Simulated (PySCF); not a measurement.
# Spinor energies of Ca⁷⁺ (calcium, charge +7)

Start: [Ne] 3s2 3p1; 3p1/2 filled at m_j = +1/2. Calculated with PySCF 2.14 in an uncontracted even-tempered set (20 s from 0.34 bohr⁻², ratio 2.4; 13 p from 0.45 bohr⁻², ratio 2.4; 5 d from 2.2 bohr⁻², ratio 2.6; 5 f from 3.3 bohr⁻², ratio 2.6): generalised Hartree-Fock with the X2C-1e Hamiltonian and a Gaussian nucleus; one run each with spin-orbit coupling (SO) switched off, then screened by Boettger's factors.

| spinor shell | electrons | ε, spin-free (eV) | ε, screened SO (eV) | weight of nominal j (screened SO) | rms radius, screened SO (bohr) |
| --- | --- | --- | --- | --- | --- |
| 1s1/2 | 2 | -4225.9 | -4225.8 | 1.000 | 0.0888 |
| 2s1/2 | 2 | -594.63 | -594.57 | 1.000 | 0.389 |
| 2p1/2 | 2 | -504.29 | -507.57 | 0.998 | 0.357 |
| 3s1/2 | 2 | -165.92 | -165.89 | 0.999 | 1.10 |
| 3p1/2 | 1 | -147.08 | -147.43 | 0.983 | 1.13 |

(1) Where does 2p3/2 lie, and what is the 2p spin-orbit splitting (screened SO)?

```
   quantity   spin-free  screened SO
E (hartree)  -663.15807   -663.17455
        M_J         1/2          1/2
       ⟨J²⟩       1.069        0.808
       ⟨L²⟩       2.019        2.018
       ⟨S²⟩       0.756        0.756
```

Each row is a mean over spinors that exchange with the open shell spreads, by up to 2.697 eV (2p1/2).

⟨J²⟩ departs a little from M_J(M_J + 1) because the unrestricted spinors polarise the closed shells.

Without spin-orbit coupling the j labels of p, d and f shells carry no meaning; the spin-free column gives the mean over the occupied spinors of each nl shell, and its ⟨J²⟩ belongs to a mixture of degenerate components.

Answers

(1) At -502.58 eV, 4.992 eV above 2p1/2.
